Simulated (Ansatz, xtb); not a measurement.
The molecule ReS, multiplicity 6 (lowest of 2S+1 = 2, 4, 6, 8 at CCSD(T)/def2-TZVPP on PBE0 minima; our sources give no spin for the ground state, which may be another). No spin–orbit coupling.

Constants: fifth-degree fit in 1/R to seven points, most abundant isotopes. Runs in def2 and cc sets follow the lowest solution found near the PBE0 minimum.

Codes used: Ansatz (a program for electronic structure); xtb for the GFN methods.  In def2 rows elements past Kr take small-core potentials, without spin–orbit coupling. The GFN methods have no spin term and hold the electronic entropy of 300 K.

```csv
level,r_e (Å),ω_e (cm⁻¹),B_e (cm⁻¹),α_e (cm⁻¹),dipole (D)
GFN1-xTB,2.132,591,0.136,0.00062,-
GFN2-xTB,2.161,542,0.132,0.00062,-
SVWN5/def2-TZVPP,2.113,520,0.138,0.00047,3.19
PBE/def2-TZVPP,2.136,502,0.135,0.00047,3.44
r2SCAN/def2-TZVPP,2.129,513,0.136,0.00047,3.83
B97M-V/def2-TZVPP,2.144,499,0.134,0.00048,4.17
B3LYP/def2-TZVPP,2.141,501,0.135,0.00047,3.87
PBE0/def2-TZVPP,2.123,519,0.137,0.00047,4.05
BHLYP/def2-TZVPP,2.133,513,0.136,0.00048,4.64
CAM-B3LYP/def2-TZVPP,2.125,521,0.137,0.00045,4.21
wB97X-V/def2-TZVPP,2.115,536,0.138,0.00044,4.40
wB97M-V/def2-TZVPP,2.121,524,0.137,0.00046,4.32
B2PLYP/def2-TZVPP,2.132,519,0.136,0.00039,-
```

Correlated levels freeze the inner cores; with def2 sets outer-core shells near the valence are correlated too.
